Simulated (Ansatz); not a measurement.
Calculated with Ansatz (gas phase, PBE0-D4/def2-TZVP geometries, no zero-point term in ΔE). CBS: MP2 limit from def2 TZ/QZ plus the TZ coupled-cluster correction, frozen cores. Functionals use def2-TZVPP. HSE06 is defined as in plane-wave codes. Each species was taken in one conformer, which may not be the lowest.

`O=CB[SiH3]` + `BN[SiH3]` → `BN([SiH3])[SiH3]` + `BC=O`  (cleavage of the Si–B bond)

| species | HSE06 energy (Eh) |
| --- | --- |
| `O=CB[SiH3]` | -430.37408 |
| `BN[SiH3]` | -372.54310 |
| `BN([SiH3])[SiH3]` | -663.12616 |
| `BC=O` | -139.80356 |

(1) Work out ΔE.

(2) What do rigid-rotor, harmonic-oscillator terms from PBE0-D4/def2-TZVP frequencies (298.15 K, 1 bar) make of the CCSD(T)/CBS value? (An estimate is asked.)

Largest T1 diagnostic among the species: 0.021, so the coupled-cluster value is less sure than usual.

Answers

(1) ΔE = (-663.12616) + (-139.80356) − (-430.37408) − (-372.54310) = -0.01254 Eh = -32.9 kJ/mol. CCSD(T)/CBS gives -50.6 kJ/mol.

(2) Ansatz gave: ΔZPE = -4.1 kJ/mol, ΔH = -54.9 kJ/mol, ΔS = -5 J/(mol·K), ΔG = -53.5 kJ/mol.

Leaving LDA and LC-ωPBE aside and taking each functional with its dispersion term where it has one, the values, not all of them listed here, spread over 27.1 kJ/mol, from BHLYP-D4 to PBE-D4. LDA lies −3.5 kJ/mol from PBE without D4. The D4 term adds −7.0 kJ/mol with B3LYP and −3.7 kJ/mol with PBE0; it sums over pairs of atoms, weighted by their polarisabilities, and B3LYP, whose exchange is more repulsive, gets the larger term. From BLYP to BHLYP (50 % exact exchange), in def2-TZVPP and without D4, ΔE moves by −17.1 kJ/mol.

B3LYP here is the variant with VWN-RPA as its local correlation; programs differ in this.
